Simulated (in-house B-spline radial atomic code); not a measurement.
# RPA and G0W0 on wB97X: Ge4+

Configuration [Ar] 3d10, mean-field start wB97X. Computed with an all-electron radial atomic-structure program (B-spline basis): all electrons, non-relativistic, point nucleus, each spin shell either full or empty, empty states to l = 9 with an (l + 1/2)⁻⁴ tail; G0W0 by contour deformation at full frequency.

Command:
```bash
python run_gw.py task.json out
```
Settings (radii: box in bohr, nucleus in fm):
```
Z                        32
electrons                28
configuration            [Ar] 3d10
hamiltonian              nr
method                   wb97x
lmax                     9
spin_polarised           False
box_radius               11.96
intervals                50
```

Time taken, with all properties: 2.2 s on 1 thread of Arm Neoverse N1, on a shared host.

Energies (hartree):

```tsv
term	value
mean-field total	-2073.25421
Hartree-Fock functional on these orbitals	-2071.73462
direct second order	-2.3789
second-order exchange	0.68912
SOSEX correction	0.63476
```

**Question.** What is the RPA correlation energy, and what remains with SOSEX?

**Answer.** RPA gives -2.0609 hartree (-2 eV per electron); RPA + SOSEX gives -1.4262, and the second-order doubles -1.6898 hartree (no singles). SOSEX takes back 31 % of the RPA value.

Quasi-particle levels (eV):

```csv
level,occupied,mean field,Σx - vxc,Σc,QP weight,G0W0
3d,yes,-84.39,-9.20,?,?,?
4s,no,-45.44,1.69,-1.24,0.991,-44.99
```

G0W0 = mean field + (Σx - vxc) + Σc, with Σc (partial-wave tail included) taken at the quasi-particle energy. Only the outer levels were computed. Levels of low weight are left out.

**Question.** Where does G0W0 put 3d?

**Answer.** At -91.61 eV, with Σc = 1.99 eV and a quasi-particle weight of 0.955. The tabulated removal energy is 90.5 ± 0.019 eV (NIST, measured); the calculation leaves out relativity, Breit and QED terms, and what these don't explain is the method's own error.
